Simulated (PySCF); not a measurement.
The vertical singlet excitations below were computed for one of the candidates. The calculation used PySCF 2.14.0, density-fitted response routines, TDDFT PBE0/def2-SVPD, vertical, gas phase, core orbitals frozen in the response. Geometries: GFN2-xTB, one conformer each.

```json
{"state": "S1", "E (eV)": "5.80", "λ (nm)": "213.7", "f": "0.0001"}
{"state": "S2", "E (eV)": "7.02", "λ (nm)": "176.7", "f": "0.021"}
{"state": "S3", "E (eV)": "7.26", "λ (nm)": "170.9", "f": "0.010"}
{"state": "S4", "E (eV)": "7.56", "λ (nm)": "163.9", "f": "0.114"}
{"state": "S5", "E (eV)": "7.84", "λ (nm)": "158.1", "f": "0.039"}
{"state": "S6", "E (eV)": "8.24", "λ (nm)": "150.5", "f": "0.0018"}
```

Orbital energies (eV): HOMO-3 -9.83, HOMO-2 -9.58, HOMO-1 -8.25, HOMO -7.78, LUMO 0.30, LUMO+1 0.40, LUMO+2 1.09.

Question: Which candidate is it?
A. `NC(=O)CCF`
B. `C#C/C=C(\F)C#C`
C. `NC(=O)CC=O`

Answer: A. Its S1, at 5.80 eV, is the highest among the candidates; the nearest of the others has S1 at 4.86 eV. S1 is HOMO→LUMO (98%). S1 has the pattern of n→π* at C=O. At the same level the other candidates give, for their lowest levels:
- `C#C/C=C(\F)C#C`: 4.86 eV (f 0.595); 4.93 eV (f 0.000); 5.39 eV (f 0.000); 5.49 eV (f 0.000); 6.10 eV (f 0.000); T1 2.74 eV; HOMO -7.02, LUMO -1.89 eV
- `NC(=O)CC=O`: 4.25 eV (f 0.003); 5.08 eV (f 0.036); 5.47 eV (f 0.006); 6.03 eV (f 0.012); 7.25 eV (f 0.005); T1 3.63 eV; HOMO -7.70, LUMO -1.62 eV

The values belong to the conformer `[NH2:1][C:2](=[O:3])[CH2:4][CH2:5][F:6]`: N1–C2–C4–C5 180°, C2–C4–C5–F6 180°, H–N1–C2–O3 180°, H–N1–C2–O3 0°.
Triplets come from the Tamm–Dancoff approximation.
